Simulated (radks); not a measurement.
Values are calculated unless marked as measured or tabulated.
All-electron atom: the antimony ion Sb15+ in [Kr]. Code: a radial shooting solver on a logarithmic mesh with Libxc functionals. Model: scalar-relativistic Kohn-Sham, PBE, spin-polarised, spherical densities, finite nucleus; Fermi nuclear charge, rms radius 4.6802 fm.

Unscreened Slater integrals over Kohn-Sham orbitals (hartree). They are taken over the spin-up orbitals. Empty in this configuration: 4d.

integral      value
F0(4p,4p)    1.1768
F2(4p,4p)   0.62254
F0(4p,4s)    1.2006
G1(4p,4s)   0.82108
F0(4p,3d)    1.5022
F2(4p,3d)   0.39868
G1(4p,3d)   0.13024
G3(4p,3d)   0.12899
F0(4p,3p)    1.4851
F2(4p,3p)   0.42203
G0(4p,3p)   0.11159
G2(4p,3p)   0.13443
F0(4p,4d)    1.1418
F2(4p,4d)   0.59334
G1(4p,4d)   0.75145
G3(4p,4d)   0.47584
F0(4s,4s)    1.2265
F0(4s,3d)    1.5489
G2(4s,3d)   0.13724
F0(4s,3p)    1.5311
G1(4s,3p)   0.14040
F0(4s,4d)    1.1634
G2(4s,4d)   0.58652
F0(3d,3d)    3.0074
F2(3d,3d)    1.5098
F4(3d,3d)   0.96587
F0(3d,3p)    2.8510
F2(3d,3p)    1.3783
G1(3d,3p)    1.5635
G3(3d,3p)    1.0116
F0(3d,4d)    1.4467
F2(3d,4d)   0.37440
F4(3d,4d)   0.18045
G0(3d,4d)   0.12411
G2(3d,4d)   0.15001
G4(3d,4d)   0.11597
F0(3p,3p)    2.7578
F2(3p,3p)    1.3895
F0(3p,4d)    1.4224
F2(3p,4d)   0.37552
G1(3p,4d)  0.086208
G3(3p,4d)  0.090902
F0(4d,4d)    1.1113
F2(4d,4d)   0.57379
F4(4d,4d)   0.38917
